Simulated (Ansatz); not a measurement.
The cluster Ti₃Si₄⁻, relaxed as a doublet with UKS PBE0-D4/def2-SVPD in Ansatz, starting from packed atoms. Force threshold 0.02 eV/Å.

The charge -1 doublet is spin-contaminated (final ⟨S²⟩ up to 2.91, 0.75 for a pure state). The structure comes from a short search, and lower isomers may exist.

Start:

Cartesian coordinates in Å:
```
Ti -0.937 0.946 2.718
Ti 1.496 -0.231 0.546
Ti -1.419 0.120 -0.117
Si 0.278 2.027 0.222
Si 0.440 0.949 -1.879
Si -0.351 -2.513 0.052
Si 0.492 -1.299 -1.542
```

Question: Estimate the energy that the relaxation releases and the steps that it takes.

Answer: 32.8 kcal/mol, in 9 steps; 14 min on 4 threads of Intel Xeon on a shared host. No frequencies were taken in this run, so the end may be a saddle point.

Question: Does the start keep its bonding and symmetry?

Answer: By distances, no bond broke or formed. The bond that changes most is Ti1–Ti2, from 3.47 to 2.84 Å (atoms count from 1).

Question: Predict the relaxed structure.

Answer: 
```tsv
atom	x (Å)	y (Å)	z (Å)
Ti1	-0.675	1.028	2.372
Ti2	1.084	-0.377	0.641
Ti3	-1.275	-0.105	-0.107
Si4	0.219	2.020	0.360
Si5	0.416	1.092	-1.799
Si6	-0.293	-2.408	0.206
Si7	0.524	-1.250	-1.673
```
Bond lengths (bridged metal pairs left out): 9 × Si–Ti 2.42 to 2.93 Å; 3 × Ti–Ti 2.49 to 2.84 Å; 3 × Si–Si 2.35 to 2.36 Å.
